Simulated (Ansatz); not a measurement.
C2H9AlOSi (`C[SiH2][Al]([CH3])[OH]`), relaxed with RKS PBE-D4/def2-SVP in Ansatz from a rough embedded geometry. The force threshold is 0.03 eV/Å; the program also tests the step.

Total charge 0; spin multiplicity 1.

Start:

```xyz
14

C     2.148   -0.277   -0.271
Si    1.116    0.622    0.931
Al   -1.146    0.413    0.288
C    -1.691   -0.596   -1.241
O    -2.465    1.274    1.291
H     1.842   -1.421   -0.251
H     1.999    0.084   -1.277
H     3.194   -0.253    0.038
H     1.548    2.035    0.949
H     1.318    0.081    2.302
H    -1.129   -0.208   -2.179
H    -2.745   -0.599   -1.400
H    -1.305   -1.736   -1.165
H    -2.684    0.580    1.986
```

| step | energy (eV) | largest force (eV/Å) | largest move (Å) |
| --- | --- | --- | --- |
| 1 | -18722.4359 | 3.387 | 0.000 |
| 2 | -18722.9712 | 1.359 | 0.166 |
| 3 | -18723.1093 | 1.281 | 0.194 |
| 4 | -18723.1455 | 1.907 | 0.196 |
| 5 | -18723.2957 | 0.303 | 0.200 |
| 6 (rejected) | -18723.2053 | 0.823 | 0.200 |
| 7 | -18723.3236 | 0.150 | 0.100 |
| 8 | -18723.3392 | 0.035 | 0.100 |
| 9 | -18723.3406 | 0.010 | 0.040 |

End:

```xyz
14

C     2.306   -0.321   -0.209
Si    1.094    0.585    0.951
Al   -1.263    0.243    0.294
C    -1.818   -0.621   -1.377
O    -2.559    0.743    1.326
H     2.111   -1.413   -0.208
H     2.197    0.042   -1.251
H     3.356   -0.158    0.106
H     1.436    2.060    0.957
H     1.330    0.119    2.373
H    -1.273   -0.220   -2.258
H    -2.906   -0.503   -1.556
H    -1.599   -1.711   -1.340
H    -2.413    1.156    2.191
```

Hardware: 4 threads of an Intel Xeon Platinum 8259CL on a shared host. Wall time 19 s, peak host memory 0.21 GiB.
